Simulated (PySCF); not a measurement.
Simulated C 1s region for TiEtMe3, `C[CH2][Ti]([CH3])([CH3])[CH3]`, binding energy against the vacuum level.

Every computed line was given a Gaussian of 1.0 eV full width at half maximum and an area set by the number of equivalent atoms; the highest printed point is 100. Computed with delta-SCF UKS SCAN, pcX-2 on the ionised atom (unc-x2c-TZVPall on a metal), pcseg-1 elsewhere, spin-free X2C in PySCF 2.14.0.

binding energy (eV), intensity and a bar:
```
    287.6          0 
    287.7          0 
    287.8          1 
    287.9          2 #
    288.0          4 #
    288.1          7 ##
    288.2         11 ###
    288.3         18 #####
    288.4         26 ########
    288.5         38 ###########
    288.6         51 ###############
    288.7         65 ###################
    288.8         78 ########################
    288.9         90 ###########################
    289.0         97 #############################
    289.1        100 ##############################
    289.2         97 #############################
    289.3         90 ###########################
    289.4         79 ########################
    289.5         66 ####################
    289.6         53 ################
    289.7         41 ############
    289.8         32 ##########
    289.9         26 ########
    290.0         23 #######
    290.1         22 #######
    290.2         23 #######
    290.3         24 #######
    290.4         25 ########
    290.5         26 ########
    290.6         25 #######
    290.7         23 #######
    290.8         20 ######
    290.9         16 #####
    291.0         13 ####
    291.1          9 ###
    291.2          7 ##
    291.3          4 #
    291.4          3 #
    291.5          2 
    291.6          1 
    291.7          0 
    291.8          0 
    291.9          0 
    292.0          0
```

Question: How many maxima does the curve show, and how many computed lines lie under it?

Answer: The curve has 2 maxima (at 289.1 and 290.5 eV). Under it lie 3 lines from 3 inequivalent carbon sites. At this width some lines have no maximum of their own.

Question: Decompose the envelope and assign each component. Bonds: Ti1–C2, Ti1–C9, Ti1–C13, Ti1–C17, C2–C3. Hydrogens: H4, H5 on C2; H6, H7, H8 on C3; H10, H11, H12 on C9; H14, H15, H16 on C13; H18, H19, H20 on C17.

Answer: 
```json
{"position (eV)": "289.07", "relative area": "3", "line": "C 1s", "atoms": "C9/C13/C17", "environment": "carbon bonded to Ti and 3 H"}
{"position (eV)": "289.18", "relative area": "1", "line": "C 1s", "atoms": "C2", "environment": "carbon bonded to C, Ti and 2 H"}
{"position (eV)": "290.51", "relative area": "1", "line": "C 1s", "atoms": "C3", "environment": "carbon bonded to C and 3 H"}
```

Lowest listed C 1s: C9/C13/C17, bonded to 3 H and Ti. Highest, 1.44 eV above it: C3, bonded to C and 3 H.

Shake-up satellites, vibrational structure and lifetime widths aren't simulated. Topologically equivalent atoms share the value of their first member; where this conformer doesn't relate them by symmetry, their own values could differ. Geometry: PBE0-D3(BJ)/def2-SVP; no solvent, vibrations or thermal averaging. Metal 2p energies of this one-determinant scheme are less reliable than its 1s energies.

Time: 81 s of wall time; peak memory 0.86 GiB. Hardware: an Arm Neoverse V2 with one thread, shared host with 192 logical CPUs at a one-minute load of 55.
